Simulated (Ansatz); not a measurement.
```xyz
10

O     0.114    1.994   -0.276
Si   -0.143    0.400   -0.521
Si    0.842   -0.767    1.240
S    -2.254    0.106   -0.686
Cl    0.720   -0.238   -2.288
H    -0.267    2.614   -0.903
H     2.309   -0.532    1.265
H     0.574   -2.214    1.034
H     0.237   -0.329    2.524
H    -2.131   -1.033   -1.387
```

Charge 0, multiplicity 1.

**Question.** List the ωB97M-V/def2-TZVPP orbital energies in eV (Ansatz). (Estimate.)

**Answer.** The calculation gave: Occupied: -2771.99, -2426.97, -1808.87, -1807.02, -526.74, -262.40, -220.98, -199.86, -199.76, -199.75, -164.08, -164.01, -163.91, -149.72, -148.14, -103.87, -103.84, -103.79, -102.26, -102.25, -102.24, -31.52, -25.96, -23.42, -19.09, -17.70, -15.77, -14.67, -13.71, -13.22, -12.52, -12.38, -12.21, -11.93, -11.59, -10.50, -9.76. Lowest empty: 1.33, 1.87, 2.04, 2.22, 2.76, 3.15, 3.50, 3.79.
